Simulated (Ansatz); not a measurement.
`O[SiH]1CS1` + H₂ → `C1[SiH2]S1` + H₂O at 500 K and 1 bar (hydrogenolysis of the Si–O bond).

Gas-phase electronic energies from Ansatz, PBE0-D4/def2-TZVP geometries. CCSD(T)/CBS adds triple-zeta CCSD(T) − MP2 to the extrapolated MP2 energy (def2 sets, frozen cores). This one scheme is used for every species. One conformer a species, not always the lowest.

```csv
species,CCSD(T)/CBS energy (Eh),H − E (kJ/mol),S (J/(mol·K))
`O[SiH]1CS1`,-802.53827,172.0,357.0
H₂,-1.17544,41.0,145.5
`C1[SiH2]S1`,-727.30403,147.4,318.9
H₂O,-76.37941,73.2,206.3
```

H − E and S are ideal-gas, rigid-rotor, harmonic terms from PBE0-D4/def2-TZVP, for one conformer and one mirror image of each species. The MP2-based limit puts H₂ 0.8 mEh under its directly extrapolated value; such offsets cancel only in part. 1 Eh = 2625.50 kJ/mol, R = 8.31446 J/(mol·K).

Problem. By hand: ΔE, ΔH, ΔS and ΔG.

Solution. ΔE = (-727.30403) + (-76.37941) − (-802.53827) − (-1.17544) = 0.03027 Eh = 79.5 kJ/mol. Δ(H − E) = 147.4 + 73.2 − 172.0 − 41.0 = 7.6, so ΔH = 87.1 kJ/mol. ΔS = 318.9 + 206.3 − 357.0 − 145.5 = 22.7 J/(mol·K). ΔG = 87.1 − 500 × (22.7)/1000 = 75.8 kJ/mol.

Problem. By hand: the equilibrium constant, and the temperature at which ΔG would vanish if ΔH and ΔS stayed fixed.

Solution. log₁₀ K = −ΔG/(RT ln 10) = -7.9. ΔG = 0 at ΔH/ΔS = 3837 K, far beyond where these terms or the molecules hold.

ΔH outweighs TΔS. A doubt of 5 kJ/mol in ΔE shifts log₁₀ K by 0.5 here. Other conformers and mirror images would add mixing entropy, several J/(mol·K) or more a flexible species. These are equilibria of isolated gas molecules and say nothing of rates. Largest T1 diagnostic: 0.012 (customary marks: 0.02 for closed shells, 0.045 for open ones).
